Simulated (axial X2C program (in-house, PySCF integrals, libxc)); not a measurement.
Spin–orbit effects down a group: molecules with As (ions), PBE0

All values come from calculations with an in-house relativistic program for diatomic molecules, spin-free (one-electron X2C) or two-component (2c: spin–orbit coupling with atomic mean-field Coulomb and Gaunt terms, which also bring small scalar terms), in Dyall basis sets with cores contracted in-house; open shells are unrestricted.

Basis sets: As dyall-cv3z, H dyall-v3z, Li dyall-cv3z, Na dyall-cv3z.

```json
{"molecule": "AsH⁺", "spin-free state": "M_S = 1/2, Λ = 1", "Re (Å)": "1.532", "ωe (cm⁻¹)": "2186.5", "De (eV)": "3.04", "2c state": "Ω = 1/2", "Re 2c (Å)": "1.533", "ωe 2c (cm⁻¹)": "2183.6", "De 2c (eV)": "n/a"}
{"molecule": "LiAs⁺", "spin-free state": "M_S = 3/2, Λ = 0", "Re (Å)": "2.739", "ωe (cm⁻¹)": "231.5", "De (eV)": "0.47", "2c state": "Ω = 3/2", "Re 2c (Å)": "2.739", "ωe 2c (cm⁻¹)": "232.0", "De 2c (eV)": "0.47"}
{"molecule": "NaAs⁺", "spin-free state": "M_S = 3/2, Λ = 0", "Re (Å)": "3.118", "ωe (cm⁻¹)": "111.9", "De (eV)": "0.30", "2c state": "Ω = 3/2", "Re 2c (Å)": "3.118", "ωe 2c (cm⁻¹)": "112.0", "De 2c (eV)": "0.30"}
```

Problem. Work out the shifts from the spin-free to the two-component result.

Solution. 

```json
{"molecule": "AsH⁺", "2c state": "Ω = 1/2", "ΔRe (Å)": "0.001", "Δωe (cm⁻¹)": "-2.9", "ΔDe (eV)": "n/a"}
{"molecule": "LiAs⁺", "2c state": "Ω = 3/2", "ΔRe (Å)": "0.000", "Δωe (cm⁻¹)": "0.5", "ΔDe (eV)": "0.00"}
{"molecule": "NaAs⁺", "2c state": "Ω = 3/2", "ΔRe (Å)": "0.000", "Δωe (cm⁻¹)": "0.1", "ΔDe (eV)": "0.00"}
```

Shifts of one unit in the last digit are rounding.

Fragments in 2c: As+ + H, As + Li+, As + Na+. Each entry is the lowest single determinant of a limited PBE0 search at one distance. De goes to single-determinant-based atoms at the same level (for ions the charge split of lowest energy) and is withheld (n/a) where an atom does not fit its ground term or J level. Main or longest-lived isotopes. One determinant is a doubtful description, or other states lie close, for LiAs⁺, NaAs⁺; these need not be ground states, and all values refer to the states named. With several unpaired electrons the Ω given is that of one determinant, not necessarily of the lowest component. The functionals have no current term, which raises determinants with orbital currents.
